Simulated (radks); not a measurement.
Values are calculated unless marked as measured or tabulated.
Q: These are the eigenvalues of the occupied orbitals of an atom or ion with whole-number occupations (hartree). Code: a radial shooting solver on a logarithmic mesh with Libxc functionals. Model: scalar-relativistic Kohn-Sham, PBE, spin-polarised, spherical densities, finite nucleus; Fermi nuclear charge, rms radius of each element as measured or else 0.836 A^(1/3) + 0.57 fm.

1s up: -88.84714
1s down: -88.83089
2s up: -8.20363
2s down: -8.18760
2p up: -6.17887
2p down: -6.15666
3s up: -1.05906
3s down: -0.93264
3p up: -0.65814

Which element is it, and in what charge state? The configuration may be excited. Open shells, if any, are filled with parallel spins first.

A: Z = 16, sulfur, charge +1: S+ in [Ne] 3s2 3p3. The list shows which subshells hold electrons but not how many an open one holds; the 1s level, -88.847 hartree, gives Z - s = 13.3 by -(Z - s)^2/2, which with screening and relativity narrows Z to a few neighbours, and the depths of the outer levels then fix element, charge and occupations together.
